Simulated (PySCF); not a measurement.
sulfur tetrafluoride anion (F₄S), SMILES FS(F)(F)F (connectivity only; charge and spin as stated), charge -1, multiplicity 2.

Geometry optimised at PBE0-D3(BJ)/def2-SVPD. The spin state was assumed, not searched.

Level of theory: PySCF with r2SCAN/def2-SVPD.

The molecule is in vacuum. A positive occupied level means that this level leaves the electron formally unbound; only the finite basis holds it.

```
Item                                                                Value
------------------------------------------------  -----------------------
total energy                                           -796.96148 hartree
point group                                                            Cs
α spin, highest occupied and lowest empty level          0.24 and 3.17 eV
β spin, highest occupied and lowest empty level         -2.53 and 2.07 eV
dipole moment about the centre of nuclear charge                   2.10 D
mean static polarisability                           43.1 bohr³ (6.39 Å³)
polarisability, principal values                   35.1, 46.7, 47.6 bohr³
⟨S²⟩                                              0.756 (pure state 0.75)
```
